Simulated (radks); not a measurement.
Values are calculated unless marked as measured or tabulated.
Problem. Excited configurations of Rb III: one electron is placed in a higher orbital outside [Ar] 3d10 4s2 4p4. The ground configuration is [Ar] 3d10 4s2 4p5. Level of theory: scalar-relativistic Kohn-Sham, PBEsol, spin-polarised, spherical densities, finite nucleus; open shells are filled with parallel spins first (spin-orbit coupling, left out, can overturn this in heavy ions); Fermi nuclear charge, rms radius 4.2036 fm (a radial shooting solver on a logarithmic mesh with Libxc functionals). Excitation = E - E(ground); binding = E(ion) - E, where the ion is the core of charge +3; n* = 3/sqrt(2 binding) in atomic units, and the quantum defect is n - n*.

outer orbital  excitation (eV)  binding (eV)     n*  quantum defect  eigenvalue (eV)  <r> (bohr)
4f                      31.064         8.237  3.856           0.144           -6.520       5.329
7s                      33.218         6.084  4.486           2.514           -5.300       10.42
7d                      35.179         4.122  5.450           1.550           -3.557       14.51

Estimate the row for 5p.

Solution. excitation (eV) 24.624; binding (eV) 14.678; n* 2.888; quantum defect 2.112; eigenvalue (eV) -12.449; <r> (bohr) 4.049. The Delta-SCF ionisation energy is 39.301 eV (NIST Atomic Spectra Database: 39.247 eV, semi-empirical). Self-interaction in the functional shifts the binding energies and quantum defects, so they are the method's values and not measured ones. Open shells are spherical and high-spin; term and fine-structure splittings are not resolved.
